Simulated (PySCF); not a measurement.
# Correlation energy of Ni(16+) (nickel, charge +16)

[Ne] 3s2, closed-shell 1S. Calculation: PySCF 2.14, in an even-tempered Gaussian basis (16 s from 1.4 bohr⁻², ratio 2.5; 11 p from 1.8 bohr⁻², ratio 2.5; 5 d from 7.1 bohr⁻², ratio 2.7; 4 f from 11 bohr⁻², ratio 2.7); the non-relativistic Hamiltonian (point nucleus). Frozen: 1s2; 10 electrons correlated; the 20 highest virtual orbitals of each spin left out.

```csv
level,correlation energy (mhartree)
CCSD,-426.09
(T),-2.17
CCSD(T),-428.26
```

Diagnostics: T1 = 0.00092, D1 = 0.0029, largest double amplitude 0.092.

Cost of the coupled-cluster step: about 4 core-seconds, for 10 correlated electrons.
